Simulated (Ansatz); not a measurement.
Cost and result for the atomization energy of `O/C=C/[SiH2][SiH3]` (13 atoms, 12 bonds).

```xyz
13

O     0.8406    2.7774   -1.3537
C     0.8681    1.7448   -0.4822
C    -0.2280    1.0824   -0.1177
Si   -0.1575   -0.3508    1.0419
Si   -0.8701   -2.3255    0.0012
H     1.7270    3.1245   -1.4770
H     1.8518    1.4858   -0.0931
H    -1.1736    1.4006   -0.5511
H     1.2521   -0.5174    1.5008
H    -1.0120   -0.1266    2.2437
H    -2.2414   -2.1512   -0.5537
H     0.0421   -2.6804   -1.1208
H    -0.8993   -3.4635    0.9616
```

The species carries charge 0 and has multiplicity 1. The structure was optimised at the PBE0-D4/def2-TZVP level. It is one conformer, not always the lowest. Program: Ansatz. All runs use 4 threads of an Intel Xeon Platinum 8488C on a shared host. Times are those of one run each, without the atoms' runs, and a repeat can differ threefold. Electronic energies, without spin–orbit coupling; frozen cores. CCSD(T)/CBS adds CCSD(T) − MP2 in def2-TZVPP to the MP2 limit, and its time is that of the two runs behind it. T1 = 0.013. B3LYP takes the VWN-RPA correlation (the form of Gaussian; ORCA's B3LYP/G).

CCSD(T)/CBS is a level of theory with its own doubt, some kJ/mol a heavy atom from the limit and from the frozen cores, so smaller differences don't rank the functionals.

```
                             level  functions  wall time  atomization (kcal/mol)  difference from CCSD(T)/CBS  per bond
   PBE-D4/def2-TZVPP (with forces)        289      2.5 s                  1103.4                         12.8       1.1
                PBE0-D4/def2-TZVPP        289      2.9 s                  1087.9                         -2.7      -0.2
r2SCAN-D4/def2-TZVPP (with forces)        289      3.9 s                  1093.0                          2.4       0.2
 B3LYP-D4/def2-TZVPP (with forces)        289      4.6 s                  1090.2                         -0.4       0.0
                 B2PLYP/def2-TZVPP        289      5.5 s                  1076.6                        -14.0      -1.2
                ωB97X-V/def2-TZVPP        289      6.5 s                  1095.2                          4.6       0.4
  ωB97M-V/def2-TZVPP (with forces)        289        9 s                  1091.6                          1.0       0.1
                    MP2/def2-QZVPP        551       23 s                  1086.9                         -3.7      -0.3
                CCSD(T)/def2-TZVPP        289    2.2 min                  1062.4                        -28.2      -2.3
                 CCSD(T)/CBS(def2)          –    2.6 min                  1090.6                          0.0       0.0
```

In def2-TZVPP, CCSD(T) changes the Hartree–Fock value by +260.4 kcal/mol (the triples alone add +14.8 kcal/mol) and MP2 by +268.1 kcal/mol; breaking electron pairs costs correlation energy, which Hartree–Fock lacks. From PBE to PBE0 (25 % exact exchange), in def2-TZVPP and without D4, the atomization energy moves by −14.5 kcal/mol: exact exchange takes away binding that semilocal exchange gives to molecules. The D4 term adds +10.3 kcal/mol with B3LYP and +5.5 kcal/mol with PBE0; it sums over pairs of atoms, weighted by their polarisabilities, and B3LYP, whose exchange is more repulsive, gets the larger term.
